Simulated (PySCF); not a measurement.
# Deuteron quadrupole couplings in `C=[P@](C)(P)C(C)(C)C`

Compound: C6H16P2.
Geometry (GFN2-xTB, Å), atoms numbered from 1 in this order:
```xyz
24
C6H16P2 angstrom
C      2.1139   -0.4440   -1.3067
P      0.9987   -0.0124   -0.0856
C      1.3100    1.7439    0.3263
P      1.4903   -1.0709    1.7535
C     -0.9258   -0.1152   -0.0445
C     -1.2390   -1.6069   -0.0381
C     -1.5156    0.5571    1.1851
C     -1.4318    0.5235   -1.3315
H      2.0072    0.2078   -2.1727
H      2.0170   -1.4924   -1.5874
H      2.3819    1.9025    0.2160
H      1.0025    1.9691    1.3460
H      0.7822    2.3950   -0.3679
H      1.8273   -2.2117    1.0360
H      2.7905   -0.5828    1.6757
H     -0.7293   -2.1019   -0.8669
H     -0.9015   -2.0608    0.8970
H     -2.3093   -1.7826   -0.1373
H     -1.0134    0.2057    2.0879
H     -1.4201    1.6388    1.1258
H     -2.5741    0.3133    1.2693
H     -1.2312    1.5940   -1.3435
H     -0.9360    0.0730   -2.1922
H     -2.5060    0.3774   -1.4368
```

Level: PBE0/pcSseg-1 (PySCF, non-relativistic); Q(2H) = 0.00286 b; rigid geometry, the same for H and D, with no vibrational averaging.

Question: Rank these positions by the coupling χzz of a deuteron there, largest first.
A. H17 (methyl hydrogen)
B. H22 (methyl hydrogen)
C. H9 (hydrogen on carbon)
D. H14 (P–H hydrogen)

Answer: C (223 kHz), B (211 kHz), A (204 kHz), D (139 kHz).

Q: What are Vzz, η and χzz (234.96 MHz × Q × Vzz) at all hydrogens?

A: 
```
atom  bonded to  bond length (Å)  Vzz (au)     η  χzz (kHz)
  H9         C1            1.089    0.3313  0.13        223
 H10         C1            1.090    0.3300  0.13        222
 H11         C3            1.089    0.3098  0.01        208
 H12         C3            1.089    0.3137  0.02        211
 H13         C3            1.088    0.3170  0.01        213
 H14         P4            1.389    0.2068  0.08        139
 H15         P4            1.391    0.2035  0.09        137
 H16         C6            1.092    0.3050  0.02        205
 H17         C6            1.093    0.3030  0.03        204
 H18         C6            1.089    0.3137  0.02        211
 H19         C7            1.091    0.3033  0.02        204
 H20         C7            1.088    0.3152  0.02        212
 H21         C7            1.089    0.3127  0.02        210
 H22         C8            1.089    0.3134  0.03        211
 H23         C8            1.091    0.3058  0.02        205
 H24         C8            1.089    0.3136  0.02        211
```

Q: Average by the element that carries the hydrogen.

A: on C: 211 kHz over 14 positions, mean bond length 1.090 Å; on P: 138 kHz over 2 positions, mean bond length 1.390 Å.

Q: A static deuteron (I = 1) shows a doublet split by (3/2)χ, (3/4)χ(1 + η) and (3/4)χ(1 − η) with the field along z, y and x of the gradient. What are these for H9?

A: With |χ| = 222.7 kHz and η = 0.133: 334, 189 and 145 kHz, to first order and without motion.

One conformer (not necessarily the lowest) at the GFN2-xTB geometry, without solvent, vibrations or thermal averaging. GFN2-xTB bond lengths can be off by several hundredths of an ångström, more for odd bonds, and the gradients follow them. The small basis limits the accuracy of the gradients.

The run behind these numbers computed NMR shieldings as well. Cost: about 2.1 min of CPU time on one thread; the machine was shared, so the figure is rough.
